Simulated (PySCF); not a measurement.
C₆H₁₀O₃.
Z-matrix (Å and degrees, PBE0-D3(BJ)/def2-SVP geometry), rows numbered from 1:
```
C 
C   1  1.3365
C   2  1.4970  1  123.52
C   2  1.4983  1  120.39  3   177.71
O   4  1.4266  2  108.65  1   129.81
C   5  1.3275  4  115.55  2   172.24
O   6  1.2024  5  125.77  4     0.64
O   6  1.3284  5  108.56  4  -179.44
C   8  1.4159  6  115.18  5  -179.02
H   1  1.0938  2  121.39  3   178.92
H   1  1.0936  2  121.33  3    -1.33
H   3  1.1033  2  110.72  1   120.85
H   3  1.1014  2  110.30  1  -121.34
H   3  1.0984  2  111.63  1    -0.21
H   4  1.1047  2  110.74  1  -111.08
H   4  1.1005  2  111.79  1     8.60
H   9  1.1003  8  110.95  6    59.92
H   9  1.1002  8  111.05  6   -60.75
H   9  1.0964  8  106.17  6   179.57
```

Level of theory: PBE0-D3(BJ)/def2-SVP geometry optimisation, gas phase (PySCF).

Take the most abundant isotopes and a rigid rotor. The values belong to one conformer with, in the numbering `[CH2:1]=[C:2]([CH3:3])[CH2:4][O:5][C:6](=[O:7])[O:8][CH3:9]`, C1–C2–C4–O5 130°, C2–C4–O5–C6 172°, C4–O5–C6–O7 1°, O5–C6–O8–C9 -179°.

Give the principal moments of inertia and the rotational constants in GHz.

Ia = 113.10, Ib = 680.81, Ic = 739.13 u·Å²; 505379 MHz·u·Å²/I gives 4468, 742.3 and 683.7 MHz, that is A = 4.4684, B = 0.7423, C = 0.6837 GHz.

Classify the top.

A near-prolate asymmetric top. Ray's parameter κ = (2B − A − C)/(A − C) = -0.969; −1 is the prolate and +1 the oblate limit.

Is it planar, by Δ = Ic − Ia − Ib?

Not planar: Δ = Ic − Ia − Ib = -54.78 u·Å². For a rigid frame Δ = −2 Σ m c², so Σ m c² = 27.39 u·Å² lies off the ab plane: 8.30 from hydrogen and 19.08 from heavier atoms. The atom farthest from that plane is 1.68 Å away.

Give the other two planar moments, Paa and Pbb, and the rms extents of the mass along the axes.

Paa = Σ m a² = (Ib + Ic − Ia)/2 = 653.42 and Pbb = Σ m b² = (Ia + Ic − Ib)/2 = 85.71 u·Å². With the mass M = 130.06 u, the rms extents √(P/M) along a, b and c are 2.24, 0.81, 0.46 Å.

Give the coordinates in the principal-axis frame, origin at the centre of mass.

The sense of each axis is arbitrary; atoms in the order of the calculation.
| atom | mass (u) | a (Å) | b (Å) | c (Å) |
| --- | --- | --- | --- | --- |
| C1 | 12.000 | -3.331 | 0.616 | 0.666 |
| C2 | 12.000 | -2.341 | 0.000 | 0.013 |
| C3 | 12.000 | -2.475 | -1.361 | -0.597 |
| C4 | 12.000 | -1.024 | 0.684 | -0.188 |
| O5 | 15.995 | 0.017 | -0.199 | 0.224 |
| C6 | 12.000 | 1.252 | 0.206 | -0.044 |
| O7 | 15.995 | 1.552 | 1.239 | -0.583 |
| O8 | 15.995 | 2.104 | -0.719 | 0.385 |
| C9 | 12.000 | 3.473 | -0.416 | 0.187 |
| H10 | 1.008 | -3.190 | 1.604 | 1.114 |
| H11 | 1.008 | -4.317 | 0.155 | 0.771 |
| H12 | 1.008 | -2.281 | -1.323 | -1.682 |
| H13 | 1.008 | -1.729 | -2.048 | -0.167 |
| H14 | 1.008 | -3.478 | -1.780 | -0.436 |
| H15 | 1.008 | -0.871 | 0.934 | -1.253 |
| H16 | 1.008 | -0.961 | 1.624 | 0.382 |
| H17 | 1.008 | 3.750 | 0.511 | 0.710 |
| H18 | 1.008 | 3.699 | -0.292 | -0.883 |
| H19 | 1.008 | 4.035 | -1.263 | 0.596 |

Where do the levels up to J = 5 lie, in MHz?

Above 0(0,0):
J = 1: 1(0,1) 1426, 1(1,1) 5152, 1(1,0) 5211
J = 2: 2(0,2) 4278, 2(1,2) 7946, 2(1,1) 8121, 2(2,1) 19300, 2(2,0) 19300
J = 3: 3(0,3) 8553, 3(1,3) 12136, 3(1,2) 12487, 3(2,2) 23578, 3(2,1) 23581, 3(3,1) 42355, 3(3,0) 42355
J = 4: 4(0,4) 14250, 4(1,4) 17721, 4(1,3) 18307, 4(2,3) 29282, 4(2,2) 29292, 4(3,2) 48061, 4(3,1) 48061, 4(4,1) 74347, 4(4,0) 74347
J = 5: 5(0,5) 21367, 5(1,5) 24702, 5(1,4) 25581, 5(2,4) 36411, 5(2,3) 36435, 5(3,3) 55194, 5(3,2) 55194, 5(4,2) 81479, 5(4,1) 81479, 5(5,1) 115276, 5(5,0) 115276
The levels of one J sum to (2J + 1)J(J + 1)(A + B + C)/3.

Which lines would a microwave search look for?

The dipole components are |μa| = 0.12 D, |μb| = 0.67 D, |μc| = 0.01 D. The squared components, which scale the intensities, stand as 0.03 : 1.00 : 0.00 (a : b : c). Some lines, for components of 0.1 D or more:

| type | branch | J(Ka,Kc) | MHz | lower level (cm⁻¹) |
| --- | --- | --- | --- | --- |
| a | R | 1(0,1) ← 0(0,0) | 1426 | 0.000 |
| a | R | 2(1,2) ← 1(1,1) | 2794 | 0.172 |
| a | R | 2(0,2) ← 1(0,1) | 2851 | 0.048 |
| a | R | 2(1,1) ← 1(1,0) | 2911 | 0.174 |
| b | Q | 1(1,0) ← 1(0,1) | 3785 | 0.048 |
| b | Q | 2(1,1) ← 2(0,2) | 3844 | 0.143 |
| b | R | 1(1,1) ← 0(0,0) | 5152 | 0.000 |
| b | R | 2(1,2) ← 1(0,1) | 6520 | 0.048 |
| b | Q | 2(2,0) ← 2(1,1) | 11179 | 0.271 |
| b | Q | 2(2,1) ← 2(1,2) | 11354 | 0.265 |
| b | R | 2(2,1) ← 1(1,0) | 14089 | 0.174 |
| b | R | 2(2,0) ← 1(1,1) | 14148 | 0.172 |

Estimate the classical rotational partition function at 25 K, 100 K and 298.15 K.

Point group C1, symmetry number σ = 1; q = (√π/σ)·√((kT/h)³/(ABC)), k/h = 20836.6 MHz/K: 14000 at 25 K, 112000 at 100 K, 576000 at 298.15 K.

PBE0-D3(BJ)/def2-SVP frequencies: not computed here. Zero-point vibration and centrifugal distortion are left out. A rigid rotor knows nothing of internal rotation, which can split or shift real lines.
